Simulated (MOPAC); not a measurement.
MOPAC input (PM6):

```
PM6 PRECISE GNORM=0.05 LET XYZ UHF MS=0.5 GEO-OK AUX(PRECISION=9) THREADS=1
BeCl

Be   -0.00000000 1   -0.00000000 1   -1.47034744 1
Cl    0.00000000 1    0.00000000 1    0.34596410 1
```

Question: What heat of formation does the run end on?

Answer: 2.66 kcal/mol.
